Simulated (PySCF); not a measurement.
Palladium: a sound run and one with changed settings

Sound run: Pd²⁺ [Kr] 4d8, Pd³⁺ [Kr] 4d7. All numbers are calculated (PySCF 2.14, the spin-free X2C one-electron Hamiltonian (Gaussian nucleus), in x2c-SVPall (6s5p5d1f, 53 functions)). In the sound run the correlated levels freeze [Kr]. The sound run starts from symmetry-adapted Hartree-Fock orbitals and uses a fine grid where one is needed.

Changed run: initial guess minao, at most 8 SCF cycles. This setting is unsound on purpose.

```
species  method  sound run (hartree)  changed run (hartree)  converged
   Pd²⁺     UHF          -5041.39302            -5041.39302        yes
   Pd²⁺    MN15          -5047.00848            -5047.00848        yes
   Pd²⁺  M06-2X          -5044.16338            -5044.16338        yes
   Pd²⁺     MP2          -5041.55206            -5041.55206        yes
   Pd³⁺     UHF          -5040.24763            -5040.24762         no
   Pd³⁺    MN15          -5045.78511            -5045.78508         no
   Pd³⁺  M06-2X          -5042.94505            -5042.94504         no
```

The SCF was stopped early; the energies are upper bounds that still move, and correlated levels were skipped or rest on poor orbitals.
